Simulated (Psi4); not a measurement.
CHCl (SMILES [CH]Cl), singlet, at a GFN2-xTB geometry; Psi4 with R2SCAN/def2-SVP.

Psi4 was given this input:
```
memory 2 GB

molecule mol {
0 1
C    -1.025550    0.511417    0.049250
Cl    0.466701   -0.163191   -0.013230
H    -1.780622   -0.294258   -0.070584
}

set {
  basis def2-svp
  reference rks
  scf_type pk
  puream true
  d_convergence 1e-8
  dft_radial_points 99
  dft_spherical_points 590
}

energy('r2scan')
print_variables()
```

Q: Predict the main parts of the log of this Psi4 run.

A: 
```
   => Loading Basis Set <=

    Name: DEF2-SVP
    Role: ORBITAL
    Keyword: BASIS

         ---------------------------------------------------------
                                   SCF
               by Justin Turney, Rob Parrish, Andy Simmonett
                          and Daniel G. A. Smith
                              RKS Reference
         ---------------------------------------------------------

  ==> Geometry <==

    Molecular point group: cs
    Full point group: Cs

    Geometry (in Angstrom), charge = 0, multiplicity = 1:

       Center              X                  Y                   Z               Mass
    ------------   -----------------  -----------------  -----------------  -----------------
         C            0.510541526391     1.071965625366     0.000000000000    12.000000000000
         CL          -0.166440491041    -0.420518243605     0.000000000000    34.968852682000
         H           -0.303887376653     1.827155455972     0.000000000000     1.007825032230

  Running in cs symmetry.

  Rotational constants: A =     17.01995  B =      0.63525  C =      0.61240 [cm^-1]
  Rotational constants: A = 510245.16942  B =  19044.42802  C =  18359.18834 [MHz]
  Nuclear repulsion =   39.789011907152229

  Charge       = 0
  Multiplicity = 1
  Electrons    = 24
  Nalpha       = 12
  Nbeta        = 12

  ==> Algorithm <==

  SCF Algorithm Type is PK.
  DIIS enabled.
  MOM disabled.
  Fractional occupation disabled.
  Guess Type is SAD.
  Energy threshold   = 1.00e-06
  Density threshold  = 1.00e-08
  Integral threshold = 1.00e-12

  ==> Primary Basis <==

  Basis Set: DEF2-SVP
    Blend: DEF2-SVP
    Number of shells: 17
    Number of basis functions: 37
    Number of Cartesian functions: 39
    Spherical Harmonics?: true
    Max angular momentum: 2

  ==> DFT Potential <==

   => LibXC <=

    Version 7.1.2
    S. Lehtola, C. Steigemann, M. J. T. Oliveira, and M. A. L. Marques,  SoftwareX 7, 1–5 (2018) (10.1016/j.softx.2017.11.002)

   => Composite Functional: R2SCAN <=

    r2SCAN Meta-GGA XC Functional  (0.1021/acs.jpclett.0c02405)
    J. W. Furness, A. D. Kaplan, J. Ning, J. P. Perdew, J. Sun  J. Phys. Chem. Lett.  11, 8208–8215, 2020

    Deriv               =              1
    GGA                 =           TRUE
    Meta                =           TRUE

    Exchange Hybrid     =          FALSE
    MP2 Hybrid          =          FALSE

   => Exchange Functionals <=

    1.0000   XC_MGGA_X_R2SCAN

   => Correlation Functionals <=

    1.0000   XC_MGGA_C_R2SCAN

   => LibXC Density Thresholds  <==

    XC_MGGA_C_R2SCAN:  1.00E-15
    XC_MGGA_X_R2SCAN:  1.00E-11

   => Molecular Quadrature <=

    Radial Scheme          =       TREUTLER
    Pruning Scheme         =           NONE
    Nuclear Scheme         =       TREUTLER

    Blocking Scheme        =         OCTREE
    BS radius alpha        =              1
    Pruning alpha          =              1
    Radial Points          =             99
    Spherical Points       =            590
    Total Points           =         164394
    Total Blocks           =           1281
    Max Points             =            256
    Max Functions          =             37
    Weights Tolerance      =       1.00E-15

  ==> Integral Setup <==

  Using in-core PK algorithm.
   Calculation information:
      Number of atoms:                   3
      Number of AO shells:              17
      Number of primitives:             35
      Number of atomic orbitals:        39
      Number of basis functions:        37

      Integral cutoff                 1.00e-12
      Number of threads:                 1

  Performing in-core PK
  Using 494912 doubles for integral storage.
  We computed 11623 shell quartets total.
  Whereas there are 11781 unique shell quartets.

  ==> DiskJK: Disk-Based J/K Matrices <==

    J tasked:                  Yes
    K tasked:                   No
    wK tasked:                  No
    Schwarz Cutoff:          1E-12

  Minimum eigenvalue in the overlap matrix is 1.5903481068E-02.
  Reciprocal condition number of the overlap matrix is 4.3428624920E-03.
    Using symmetric orthogonalization.

  ==> Pre-Iterations <==

  SCF Guess: Superposition of Atomic Densities via on-the-fly atomic UHF (no occupation information).

   -------------------------
    Irrep   Nso     Nmo
   -------------------------
     A'        27      27
     A"        10      10
   -------------------------
    Total      37      37
   -------------------------

  ==> Iterations <==

                        Total Energy        Delta E     RMS |[F,P]|

   @RKS iter SAD:  -498.38337528910995   -4.98383e+02   0.00000e+00
   @RKS iter   1:  -498.38506871266401   -1.69342e-03   1.66936e-02 DIIS/ADIIS
   @RKS iter   2:  -498.16959363692695    2.15475e-01   2.51489e-02 DIIS/ADIIS
   @RKS iter   3:  -498.52452688669302   -3.54933e-01   2.02540e-03 DIIS/ADIIS
   @RKS iter   4:  -498.52641151229295   -1.88463e-03   5.13933e-04 DIIS/ADIIS
   @RKS iter   5:  -498.52654255049242   -1.31038e-04   9.15700e-05 DIIS
   @RKS iter   6:  -498.52654732829149   -4.77780e-06   2.31122e-05 DIIS
   @RKS iter   7:  -498.52654756706573   -2.38774e-07   2.60457e-06 DIIS
   @RKS iter   8:  -498.52654757095206   -3.88633e-09   3.99424e-07 DIIS
   @RKS iter   9:  -498.52654757102403   -7.19638e-11   6.17277e-08 DIIS
   @RKS iter  10:  -498.52654757102584   -1.81899e-12   1.13060e-08 DIIS
   @RKS iter  11:  -498.52654757102550    3.41061e-13   1.38976e-09 DIIS
  Energy and wave function converged.

  ==> Post-Iterations <==

   Electrons on quadrature grid:
      Ntotal   =   24.0000000371 ; deviation = 3.710e-08

    Orbital Energies [Eh]
    ---------------------

    Doubly Occupied:

[...]
    Virtual:

[...]
      27Ap     2.820433

    Final Occupation by Irrep:
             Ap   App
    DOCC [    10,    2 ]
    NA   [    10,    2 ]
    NB   [    10,    2 ]

  @RKS Final Energy:  -498.52654757102550

   => Energetics <=

    Nuclear Repulsion Energy =             39.7890119071522292
    One-Electron Energy =                -764.8325247735281209
    Two-Electron Energy =                 260.4003029802040601
    DFT Exchange-Correlation Energy =     -33.8833376848536716
    Empirical Dispersion Energy =           0.0000000000000000
    VV10 Nonlocal Energy =                  0.0000000000000000
    Total Energy =                       -498.5265475710255032

Computation Completed

Properties will be evaluated at   0.000000,   0.000000,   0.000000 [a0]

Properties computed using the SCF density matrix

 Multipole Moments:

 ------------------------------------------------------------------------------------
     Multipole            Electronic (a.u.)      Nuclear  (a.u.)        Total (a.u.)
 ------------------------------------------------------------------------------------

 L = 1.  Multiply by 2.5417464519 to convert [e a0] to [Debye]
 Dipole X            :         -0.6286838           -0.1325200           -0.7612038
 Dipole Y            :         -2.2058065            2.0978588           -0.1079477
 Dipole Z            :          0.0000000            0.0000000            0.0000000
 Magnitude           :                                                    0.7688198

 ------------------------------------------------------------------------------------

  Variable Map:
  ----------------------------------------------------------------------------
[...]
  Array Variable Map:
  ----------------------------------------------------------------------------
[...]
[...]
```
